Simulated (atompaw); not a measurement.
## Reading a pseudo-wave (Cu)

Columns: radius, all-electron u(r) and pseudo u(r) of the 4s shell (level -11.89 eV) of copper in the configuration [Ar] 3d10 4s0 4p0; PBE, scalar-relativistic, PAW (atompaw) scheme, atompaw 4.2.0.5.

```tsv
r (bohr)	all-electron	pseudo
0.125	0.1514	0.0828
0.251	0.0606	0.1650
0.376	-0.1775	0.2441
0.502	-0.2862	0.3203
0.627	-0.2573	0.3913
0.752	-0.1493	0.4569
0.878	-0.0092	0.5166
1.003	0.1323	0.5690
1.128	0.2619	0.6141
1.254	0.3743	0.6519
1.379	0.4659	0.6816
1.505	0.5389	0.7039
1.630	0.5937	0.7186
1.755	0.6328	0.7263
1.881	0.6586	0.7276
2.006	0.6726	0.7228
2.132	0.6770	0.7128
2.257	0.6734	0.6983
2.382	0.6633	0.6801
2.508	0.6479	0.6587
2.633	0.6287	0.6351
2.758	0.6063	0.6098
2.884	0.5816	0.5831
3.009	0.5554	0.5560
3.135	0.5281	0.5282
3.260	0.5005	0.5005
```

Task: How many radial nodes do the two functions have?

Result: The all-electron 4s function has n − l − 1 = 3 (the table is too coarse to show those close to the nucleus); the pseudo-wave has 0, since the states of the same l below it are removed with the core.

Task: Where does each function peak?

Result: Outermost all-electron maximum near 2.13 bohr, pseudo maximum near 1.88 bohr (to the table’s step).

Task: Is the pseudo-wave norm-conserving?

Result: No, it belongs to a PAW set: the norm inside the radius is not constrained, and the difference is carried by the augmentation charge.
